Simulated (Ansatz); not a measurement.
Ansatz (a first-principles code) input:

Ansatz 0.2 input:
```yaml
crystal:
  periodic: [false, false, false]
  atoms:
    - {symbol: C, position_ang: [-1.96307115, -0.16893015, 0.05252244]}
    - {symbol: C, position_ang: [-0.74668750, -0.97211734, 0.05639048]}
    - {symbol: C, position_ang: [0.56189315, -0.82968453, 0.02018289]}
    - {symbol: C, position_ang: [1.16996725, 0.46314413, -0.04584051]}
    - {symbol: N, position_ang: [1.64287786, 1.51366592, -0.09899561]}
    - {symbol: H, position_ang: [-1.72094497, 0.90104257, 0.00396535]}
    - {symbol: H, position_ang: [-2.59178843, -0.41875240, -0.80542916]}
    - {symbol: H, position_ang: [-2.55073987, -0.34810364, 0.95602666]}
    - {symbol: H, position_ang: [1.23071778, -1.68432065, 0.03887464]}
basis:
  gaussian:
    orbitals: def2-TZVPD
hamiltonian:
  xc: {name: wB97M-V}
magnetization: {spin_polarized: true, initial_magnetization: 1}
output: {forces: true}
```

Q: Which total energy does the run end on?

A: -209.46316 Eh (wB97M-V/def2-TZVPD). The basis has 221 functions.

It need not be the lowest isomer of its formula.
